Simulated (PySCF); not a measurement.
Geometry:
| atom | x (Å) | y (Å) | z (Å) |
| --- | --- | --- | --- |
| C1 | 2.347 | 1.176 | -0.714 |
| C2 | 1.542 | 1.116 | 0.332 |
| C3 | 0.788 | -0.111 | 0.722 |
| C4 | 0.677 | -0.240 | 2.138 |
| N5 | 0.556 | -0.329 | 3.274 |
| Si6 | -1.001 | -0.040 | -0.032 |
| C7 | -1.938 | -1.616 | 0.468 |
| P8 | -0.621 | -0.056 | -2.245 |
| H9 | 2.857 | 2.084 | -0.987 |
| H10 | 2.534 | 0.315 | -1.335 |
| H11 | 1.364 | 1.987 | 0.949 |
| H12 | 1.282 | -1.002 | 0.322 |
| H13 | -1.669 | 1.157 | 0.507 |
| H14 | -2.984 | -1.554 | 0.188 |
| H15 | -1.889 | -1.775 | 1.541 |
| H16 | -1.519 | -2.492 | -0.020 |
| H17 | -1.954 | 0.083 | -2.588 |
| H18 | -0.381 | 1.302 | -2.351 |

- structure optimised with GFN2-xTB
- NMR shieldings at PBE0/pcSseg-1/GIAO
- run in PySCF 2.14.0 with density-fitted response routines
- in vacuum, non-relativistic Hamiltonian, one averaged value for each set of equivalent atoms, single conformer

References, each an isolated molecule treated in the same way: ¹³C (σref 186.93) vs TMS.

Q: Do the ¹³C shifts follow the atomic charges (in e)? Tabulate both.

A: 
```csv
atoms,hybridisation,δ (ppm),σ para (ppm),Hirshfeld,IAO,Mulliken,ESP-fitted
C2,sp2,140.6,-211,-0.03,-0.13,-0.18,-0.20
C4,sp,123.9,-198,+0.08,+0.14,+0.14,+0.39
C1,sp2,123.3,-191,-0.10,-0.32,-0.13,-0.36
C3,sp3,25.8,-94,-0.09,-0.41,-0.53,-0.20
C7,sp3,-3.5,-64,-0.21,-0.71,-0.61,-0.48
```

Correlation coefficients of δ with charge over these carbons: Hirshfeld +0.74, IAO +0.82, Mulliken +0.89, ESP-fitted +0.48; with the paramagnetic shielding -1.00. With so few points, grouped by hybridisation, these coefficients are fragile. Charge is one influence among several: hybridisation and low-lying excitations act through the paramagnetic term.

Shifts are as computed. Against solution values, carbons near 30 ppm lie about +3 ppm off and those near 130 ppm about +5 ppm. Of 1211 compounds with measured shifts, 218 miss one by over three times the rms of a fit or turn the order of signals round; such compounds aren't used in these exercises.
